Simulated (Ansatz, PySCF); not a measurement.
ethylmethylamine (C₃H₉N), singlet, geometry from GFN2-xTB. Base run: CASSCF(6,6)/STO-3G in PySCF.

Input for PySCF:
```python
from pyscf import gto, scf, mcscf
import numpy

mol = gto.M(
    atom='''
C    -1.873852   -0.084499    0.257477
C    -0.476944   -0.525002   -0.155554
N     0.482265    0.534729    0.093685
C     1.838225    0.165589   -0.249597
H    -2.132855    0.840785   -0.249683
H    -2.602713   -0.847502   -0.003048
H    -1.919139    0.086098    1.331324
H    -0.211718   -1.461788    0.370072
H    -0.457995   -0.733703   -1.230184
H     0.438470    0.802092    1.073568
H     2.503164    0.994260   -0.012894
H     1.886784   -0.023885   -1.322570
H     2.195580   -0.735988    0.273658
''',
    basis='sto-3g',
    charge=0,
    spin=0,
    verbose=4,
)

mf = scf.RHF(mol)
mf.kernel()
mc = mcscf.CASSCF(mf, 6, 6)
mc.fix_spin_(ss=0.0)
mc.kernel()
occ = numpy.linalg.eigvalsh(mc.fcisolver.make_rdm1(mc.ci, mc.ncas, mc.nelecas))[::-1]
ss = mc.fcisolver.spin_square(mc.ci, mc.ncas, mc.nelecas)[0]
print('natural occupations', occ.round(4), ' <S^2>', round(ss, 4))
```

Programs used: Ansatz (a program for electronic structure), PySCF; a row that names a program was run with it.

Each row names what was changed in the base input (with any setting that the change needs).

| change | ΔE vs base (kcal/mol) | natural occupations | <S^2> of the state |
|---|---|---|---|
| base | 0.000 | 1.98 1.98 1.98 0.02 0.02 0.02 | 0.00 |
| orbitals = fixed (CASCI); correction = SC-NEVPT2 | -95.4 | 2.00 2.00 2.00 0.00 0.00 0.00 | 0.00 |
| conv_tol = 1e-5 | 0.000 | 1.98 1.98 1.98 0.02 0.02 0.02 | 0.00 |
| orbitals = fixed (CASCI) | 30.39 | 2.00 2.00 2.00 0.00 0.00 0.00 | 0.00 |
| state_average = 2 states | 15.50 | - | - |
| active space = 6 electrons, 4 orbitals | 22.69 | 2.00 2.00 1.98 0.02 | 0.00 |
| code = ansatz; correction = SC-NEVPT2, all electrons | -101.3 | - | - |
| active space = 4 electrons, 5 orbitals | 12.63 | 1.98 1.98 0.02 0.02 0.00 | 0.00 |
| code = ansatz | -1.19 | - | - |
| fix_spin_ = off | 0.000 | 1.98 1.98 1.98 0.02 0.02 0.02 | 0.00 |
| start = MP2 natural orbitals | 0.66 | 1.98 1.98 1.98 0.02 0.02 0.02 | 0.00 |

Active orbitals are taken around the Fermi level unless the row says otherwise; CASSCF can end in different local minima, and two programs can end on different orbitals. State-averaged rows give the lowest state.
